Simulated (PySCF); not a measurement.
## Electronic absorption of C4H10N2Si

Species: C4H10N2Si.
SMILES: `CN(C)[SiH2]CC#N`

Level of theory: TDDFT B3LYP/def2-SVPD, vertical, gas phase, core orbitals frozen in the response in PySCF 2.14.0, density-fitted response routines. Isolated species at its GFN2-xTB geometry (one conformer only). Torsions of this conformer, `[CH3:1][N:2]([CH3:3])[SiH2:4][CH2:5][C:6]#[N:7]`: C1–N2–Si4–C5 47°, N2–Si4–C5–C6 -75°.

```tsv
state	λ (nm)	E (eV)	f	|μ| (D)	main configurations (H = HOMO, L = LUMO)
S1	224.0	5.53	0.011	0.73	H→L (80%), H→L+1 (17%)
S2	216.9	5.72	0.015	0.82	H→L+1 (81%), H→L (16%)
S3	200.7	6.18	0.0095	0.64	H→L+2 (85%), H→L+3 (11%)
S4	194.5	6.38	0.024	1.00	H→L+3 (85%), H→L+2 (12%)
S5	192.0	6.46	0.0078	0.57	H→L+4 (98%)
S6	180.5	6.87	0.017	0.81	H→L+5 (95%)
S7	174.5	7.11	0.018	0.82	H→L+6 (90%)
S8	173.2	7.16	0.0059	0.47	H→L+7 (86%)
```

Triplets (Tamm–Dancoff): T1 5.36 eV, H→L (48%), H→L+1 (44%); T2 5.58 eV, H→L+1 (50%), H→L (44%); T3 6.03 eV, H→L+2 (46%), H→L+3 (43%).

The lowest singlet comes at 224 nm (534 kJ/mol) in the ultraviolet; it is weak; its leading configuration is HOMO→LUMO (80%). The most intense listed level is S4 at 6.38 eV (194 nm, f = 0.024), 0.84 eV above S1. Löwdin shares by element: HOMO nitrogen 55% or more, carbon 17% or more, silicon 8% (atoms not listed hold the other 21%); LUMO silicon 21%, carbon 19% or more, hydrogen 8% or more (atoms not listed hold the other 52%). Orbital energies (eV): HOMO-3 -9.72, HOMO-2 -9.09, HOMO-1 -8.53, HOMO -6.50, LUMO 0.02, LUMO+1 0.09, LUMO+2 0.51. The oscillator strengths of these states sum to 0.109; summed over the whole spectrum of an exact calculation they would give the number of electrons, 62 (Thomas–Reiche–Kuhn). The listed states span 1.62 eV, and the widest gap between neighbours is 0.46 eV (S2 to S3). The window holds the lowest 8 singlets.
